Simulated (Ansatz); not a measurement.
Compare A (`N[SiH2]C[SiH2]Cl`) with its isomer B (`[SiH3]NC[SiH2]Cl`).

Program: Ansatz. Geometries: PBE0-D4/def2-TZVP. ΔE: electronic, gas phase. CCSD(T)/CBS is the MP2 limit (def2-TZVPP, def2-QZVPP) plus CCSD(T) − MP2 in def2-TZVPP, frozen cores. Functionals use def2-TZVPP. B3LYP here is the variant with VWN-RPA as its local correlation; programs differ in this. One conformer a species, not always the lowest.

A:

Z-matrix (Å, degrees):
```
Si
C 1 1.873
N 1 1.721 2 109.5
H 1 1.484 2 111.5 3 117.1
H 1 1.495 2 106.8 3 -124.8
Si 2 1.855 1 115.7 3 172.3
H 2 1.098 1 108.2 3 52.9
H 2 1.095 1 109.0 3 -63.3
H 3 1.008 1 120.7 2 -62.3
H 3 1.007 1 119.0 2 154.9
Cl 6 2.063 2 110.0 1 53.8
H 6 1.484 2 112.0 1 172.5
H 6 1.483 2 111.1 1 -64.8
```

B:

Z-matrix (Å, degrees):
```
Si
N 1 1.721
H 1 1.494 2 114.4
H 1 1.487 2 108.4 3 119.4
H 1 1.485 2 107.2 3 -120.7
C 2 1.456 1 123.3 3 -65.3
H 2 1.008 1 118.3 3 89.4
Si 6 1.875 2 106.6 1 -138.7
H 6 1.095 2 109.4 1 -21.9
H 6 1.097 2 113.8 1 96.7
Cl 8 2.062 6 111.3 2 -172.9
H 8 1.485 6 109.1 2 -53.9
H 8 1.481 6 110.4 2 67.0
```

(1) Which is lower in electronic energy at CCSD(T)/CBS, and by how much? (Estimate.)

(2) Give E(B) − E(A) in kcal/mol with ωB97M-V, r2SCAN-D4, B2PLYP, B3LYP-D4, CCSD/def2-TZVPP, PBE-D4, MP2/def2-TZVPP. (Estimate.)

Largest T1 diagnostic: 0.010.

## Answers

(1) Ansatz gave: A, by 25.0 kcal/mol.

(2) The calculation gave: ωB97M-V 24.8, r2SCAN-D4 25.1, B2PLYP 23.6, B3LYP-D4 23.0, CCSD/def2-TZVPP 24.1, PBE-D4 23.4, MP2/def2-TZVPP 25.5. None reverses the order clearly.

In def2-TZVPP, CCSD(T) changes the Hartree–Fock value by +1.7 kcal/mol (the triples alone add +0.1 kcal/mol) and MP2 by +3.0 kcal/mol. From PBE to PBE0 (25 % exact exchange), in def2-TZVPP and without D4, E(B) − E(A) moves by +0.9 kcal/mol.
